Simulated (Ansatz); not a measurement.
One change: `C[SiH](N)S` becomes `C[SiH](N)O`.

Ansatz, PBE0-D4/def2-TZVP geometries, multiplicity 1. Each molecule was computed in one conformer, which needn't be the lowest.

```json
{"property": "HOMO–LUMO gap (PBE0/def2-TZVPP) / eV", "`C[SiH](N)S`": "7.69"}
{"property": "size of the dipole moment (PBE/def2-TZVPP) / D", "`C[SiH](N)S`": "1.81"}
{"property": "HOMO energy (ωB97M-V/def2-TZVPP) / eV", "`C[SiH](N)S`": "-9.33"}
{"property": "LUMO energy (ωB97M-V/def2-TZVPP) / eV", "`C[SiH](N)S`": "2.18"}
{"property": "HOMO–LUMO gap (PBE/def2-TZVPP) / eV", "`C[SiH](N)S`": "5.53"}
{"property": "HOMO–LUMO gap (ωB97M-V/def2-TZVPP) / eV", "`C[SiH](N)S`": "11.50"}
```

(1) What does the change do to each property? (Estimate.)

Results:

(1) The calculation gave: 
```json
{"property": "HOMO–LUMO gap (PBE0/def2-TZVPP) / eV", "`C[SiH](N)O`": "8.32", "shift": "0.63"}
{"property": "size of the dipole moment (PBE/def2-TZVPP) / D", "`C[SiH](N)O`": "2.12", "shift": "0.31"}
{"property": "HOMO energy (ωB97M-V/def2-TZVPP) / eV", "`C[SiH](N)O`": "-9.83", "shift": "-0.50"}
{"property": "LUMO energy (ωB97M-V/def2-TZVPP) / eV", "`C[SiH](N)O`": "2.26", "shift": "0.08"}
{"property": "HOMO–LUMO gap (PBE/def2-TZVPP) / eV", "`C[SiH](N)O`": "6.05", "shift": "0.52"}
{"property": "HOMO–LUMO gap (ωB97M-V/def2-TZVPP) / eV", "`C[SiH](N)O`": "12.09", "shift": "0.59"}
```

With PBE0 the HOMO falls by 0.33 eV and the LUMO rises by 0.30 eV, so the gap widens by about 0.63 eV. PBE moves the HOMO by -0.14 eV and ωB97M-V by -0.50 eV. Dipoles are sizes alone; their direction can turn.
